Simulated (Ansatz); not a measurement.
`[NH2][GeH2][O]BF` + H₂ → `[NH2][GeH3]` + `OBF`  (hydrogenolysis of a Ge–O bond)

Calculated with Ansatz (gas phase, PBE0-D4/def2-TZVP geometries, no zero-point term in ΔE). CCSD(T)/CBS is the MP2 limit (def2-TZVPP, def2-QZVPP) plus CCSD(T) − MP2 in def2-TZVPP, frozen cores. This one scheme is used for every species. Functionals use def2-TZVPP. B3LYP here is the variant with VWN-RPA as its local correlation; programs differ in this. HSE06 is defined as in plane-wave codes. For Ge outer-core shells are correlated without core-valence functions, which leaves a few kJ/mol of doubt a bond. Scalar relativity is left out up to krypton. One conformer a species, not always the lowest.

| level | ΔE (kcal/mol) | difference from CCSD(T)/CBS |
| --- | --- | --- |
| LDA (SPW92) | 5.0 | -2.3 |
| PBE-D4 | 5.9 | -1.4 |
| revPBE-D4 | 6.6 | -0.7 |
| BLYP-D4 | 7.7 | 0.4 |
| r2SCAN-D4 | 7.5 | 0.2 |
| B97M-V | 5.9 | -1.4 |
| B3LYP-D4 | 7.1 | -0.2 |
| r2SCANh-D4 | 7.1 | -0.2 |
| r2SCAN0-D4 | 6.6 | -0.7 |
| HSE06-D4 | 5.3 | -2.0 |
| BHLYP-D4 | 7.0 | -0.3 |
| CAM-B3LYP-D4 | 6.9 | -0.4 |
| ωB97X-V | 7.1 | -0.2 |
| ωB97M-V | 6.9 | -0.4 |
| B2PLYP | 6.9 | -0.4 |
| PBE-QIDH | 6.4 | -0.9 |
| PBE | 4.6 | -2.7 |
| revPBE | 4.1 | -3.2 |
| BLYP | 5.3 | -2.0 |
| r2SCAN | 7.1 | -0.2 |
| PBE0 | 4.3 | -3.0 |
| B3LYP | 5.1 | -2.2 |
| r2SCANh | 6.7 | -0.6 |
| r2SCAN0 | 6.2 | -1.1 |
| HSE06 | 4.3 | -3.0 |
| BHLYP | 5.3 | -2.0 |
| CAM-B3LYP | 5.7 | -1.6 |
| LC-ωPBE | 5.2 | -2.1 |
| RPA@PBE/def2-TZVPP | 7.4 | 0.1 |
| MP2/def2-SVP | 7.1 | -0.2 |
| CCSD/def2-SVP | 4.8 | -2.5 |
| CCSD(T)/def2-SVP | 5.5 | -1.8 |
| HF/def2-TZVPP | 5.0 | -2.3 |
| SCS-MP2/def2-TZVPP | 8.6 | 1.3 |
| CCSD(T)/def2-TZVPP | 7.6 | 0.3 |
| HF/def2-QZVPP | 5.1 | -2.2 |
| MP2/def2-QZVPP | 9.0 | 1.7 |
| SCS-MP2/def2-QZVPP | 8.5 | 1.2 |
| HF/CBS(def2) | 5.2 | -2.1 |
| CCSD/CBS(def2) | 6.4 | -0.9 |
| CCSD(T)/CBS | 7.3 | 0 |

Largest T1 diagnostic among the species: 0.013.

From r2SCAN to r2SCAN0 (25 % exact exchange), in def2-TZVPP and without D4, ΔE moves by −0.9 kcal/mol. In def2-TZVPP, CCSD(T) changes the Hartree–Fock value by +2.6 kcal/mol (the triples alone add +0.9 kcal/mol) and MP2 by +4.1 kcal/mol.
